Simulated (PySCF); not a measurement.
Working out the excitation energy of Te⁺

Te⁺ [Kr] 4d10 5s2 5p3 (4S) → Te⁺ [Kr] 4d10 5s1 5p3 5d1 (6D). Computed with PySCF 2.14 in aug-cc-pwCVDZ-PP with ECP28MDF (6s5p4d1f, 48 functions), with a scalar-relativistic core potential. Frozen: 4s2 4p6 4d10. Energies in hartree (1 hartree = 27.21139 eV):

```tsv
part	Te⁺ (lower)	Te⁺ (upper)
UHF	-266.715858	-266.135725
CCSD correlation	-0.066044	-0.018039
(T)	-0.000950	-0.000094
```

Problem. What does Hartree-Fock give?

Solution. (-266.135725) − (-266.715858) = 0.580133 hartree = 15.786 eV.

Problem. What do CCSD and CCSD(T) give?

Solution. The CCSD correlation energies differ by 0.048005 hartree = 1.306 eV and the triples by 0.000856 hartree = 0.023 eV, so CCSD gives 17.092 eV and CCSD(T) 17.115 eV.

A double-zeta basis recovers only part of the correlation energy.
